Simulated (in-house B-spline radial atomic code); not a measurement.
Inner levels of rhenium as electrons are removed. A shift is the extra binding of the orbital against the neutral atom ([Xe] 4f14 5d3/2(4) 5d5/2(1) 6s2). The density at the nucleus is averaged over the nuclear charge. Computed with an all-electron radial atomic-structure program (B-spline basis): Dirac-Hartree-Fock, jj configuration that fills j = l - 1/2 first, finite nuclei.

A number in brackets counts the electrons of a j subshell.

```tsv
ion	configuration	shift of 4f7/2 (eV)	shift of 3d3/2 (eV)	shift of 3d5/2 (eV)	radius of 4f7/2 (bohr)	radius of 3d3/2 (bohr)	radius of 3d5/2 (bohr)	Σ<r²> (bohr²)	change of density at nucleus (bohr⁻³)
Re	[Xe] 4f14 5d3/2(4) 5d5/2(1) 6s2	0	0	0	0.57574	0.17658	0.18114	69.525	-
Re+	[Xe] 4f14 5d3/2(4) 5d5/2(1) 6s1	7.5875	7.5953	7.5878	0.57576	0.17658	0.18114	53.372	-56.96
Re2+	[Xe] 4f14 5d3/2(4) 5d5/2(1)	16.367	16.393	16.376	0.5757	0.17658	0.18114	41.741	-144.17
Re3+	[Xe] 4f14 5d3/2(4)	29.708	29.859	29.759	0.57448	0.17657	0.18114	36.096	-128.19
Re4+	[Xe] 4f14 5d3/2(3)	44.825	45.007	44.958	0.57364	0.17657	0.18114	31.759	-103.34
Re5+	[Xe] 4f14 5d3/2(2)	61.137	61.392	61.412	0.57251	0.17658	0.18113	28.134	-72.71
Re6+	[Xe] 4f14 5d3/2(1)	78.504	78.886	78.992	0.57109	0.17658	0.18113	25.006	-36.67
Re7+	[Xe] 4f14	96.827	97.395	97.607	0.56941	0.17658	0.18112	22.247	4.42
Re8+	[Kr] 4d10 4f14 5s2 5p1/2(2) 5p3/2(3)	118.44	119.53	119.7	0.56566	0.17657	0.18111	20.332	73.51
Re9+	[Kr] 4d10 4f14 5s2 5p1/2(2) 5p3/2(2)	140.7	142.4	142.53	0.5619	0.17656	0.1811	18.54	146.19
Re10+	[Kr] 4d10 4f14 5s2 5p1/2(2) 5p3/2(1)	163.58	166	166.07	0.55816	0.17654	0.18109	16.855	222.44
Re11+	[Kr] 4d10 4f14 5s2 5p1/2(2)	187.06	190.29	190.31	0.55444	0.17653	0.18107	15.266	302.22
Re12+	[Kr] 4d10 4f5/2(6) 4f7/2(7) 5s2 5p1/2(2)	221.27	228.7	227.93	0.54158	0.17655	0.18103	14.401	458.8
Re13+	[Kr] 4d10 4f14 5s2	237.88	242.84	242.97	0.54708	0.17649	0.18103	12.569	346.05
```
